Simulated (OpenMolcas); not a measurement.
Cr4+, Mo4+, W4+: d2 down the group

- Program: OpenMolcas 26.06
- Method: XMS-CASPT2, IPEA 0.25 Eh, imaginary shift 0.1 Eh
- Basis: ANO-RCC-VTZP
- Scalar Hamiltonian: DKH2, point nucleus
- Spin-orbit coupling: RASSI with atomic mean-field integrals over the reference wave functions, term energies averaged over their components

Active space for each ion: 2 electrons in 10 orbitals (d d); closed shells correlated by CASPT2: Cr4+ 3s 3p; Mo4+ 4s 4p; W4+ 5s 5p.

Computed levels in cm-1 above 3F2:

```tsv
Level	Cr4+	Mo4+	W4+
3F3	510	1526	6480
3F4	1161	3260	11910
1D2	13820	10430	14100
3P0	16360	11680	13570
3P1	16540	12290	17130
3P2	16930	13770	23410
1G4	22830	16960	23360
1S0	53470	39000	44870
weight of 3F in the lowest level (%)	100	98	89
```

Mixed levels, with the weight of the term that names them: W4+ 1D2 (59 %), W4+ 3P2 (67 %).

Measured, with the error of the calculation in %. Measured levels: Cr4+ from Sugar and Corliss, J. Phys. Chem. Ref. Data 6, 317 (1977); Mo4+ from Sugar and Musgrove, J. Phys. Chem. Ref. Data 17, 155 (1988); W4+ from the list in J. Phys. B 45, 065001 (2012).

```csv
Level,Cr4+,Mo4+,W4+
3F3,508 (+0.4),1578 (-3.3),
3F4,1142 (+1.7),3357 (-2.8),11519 (+3.4)
1D2,13188 (+4.8),10190 (+2.4),13742 (+2.6)
3P0,15492 (+5.6),11161 (+4.7),12839 (+5.7)
3P1,15677 (+5.5),11807 (+4.1),16331 (+4.9)
3P2,16041 (+5.5),13408 (+2.7),22615 (+3.5)
1G4,22019 (+3.7),16354 (+3.7),22346 (+4.5)
1S0,51146 (+4.5),37738 (+3.4),43110 (+4.1)
```

The fine-structure level 3F4 changes by a factor of 10.3 from Cr4+ to W4+.

Without spin-orbit coupling 1D lies 13200, 8870, 7470 cm-1 above 3F in that order; the difference to the level 1D2, of either sign, comes from spin-orbit coupling, which also lowers the zero.

CASPT2 breaks the degeneracy within a term, and the mean is taken; among the terms shown or strongly mixed into the levels shown the widest spread is 1100 cm-1 (4d2 1G, Mo4+). Active for correlation alone: 4d; no level in the range computed is led by a configuration that fills it, so any true level of that kind is missing (holds for Cr4+). Active for correlation alone: 5d; no level in the range computed is led by a configuration that fills it, so any true level of that kind is missing (holds for Mo4+). Active for correlation alone: 6d; no level in the range computed is led by a configuration that fills it, so any true level of that kind is missing (holds for W4+). Computed and measured levels are paired by configuration, term and J; levels that our copy of the source lacks, or whose pairing is in doubt (as where it misses far off the trend of its configuration), stay unpaired and out of the deviations. Only configurations of the active space appear.
